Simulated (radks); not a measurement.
Results of a calculation; reference values are marked as such.
Fractional charge and spin in the 1s shell of beryllium: the spin-up occupation runs from 0 to 1 and the spin-down occupation from 0 to 1; the fullest corner is Be, 2s2 1s(up 1, down 1). Level of theory: scalar-relativistic Kohn-Sham, PBE, spin-polarised, spherical densities, point nucleus (a radial shooting solver on a logarithmic mesh with Libxc functionals). Energy (eV) minus the two flat planes that join the four corners (they meet along the diagonal where the two added fractions sum to one electron); zero is where a piecewise linear energy would lie.

down \ up       0     0.5       1
0           0.000  -5.123   0.000
0.5        -5.123   4.825  -4.053
1           0.000  -4.053   0.000

Corners above the fullest one (they belong to Be+ and the next ion): (up 1, down 0) 123.46 eV, (up 0, down 1) 123.46 eV, (up 0, down 0) 302.85 eV. With half an added electron in each spin the energy lies 4.825 eV from the planes, and with half an added electron in spin up alone -5.123 eV. The planes are only a guide here: the flat-plane condition holds for ground states with one frontier orbital, while this shell lies below other occupied shells, so the corners above the fullest one are inner-hole states and not the ground states of those ions.
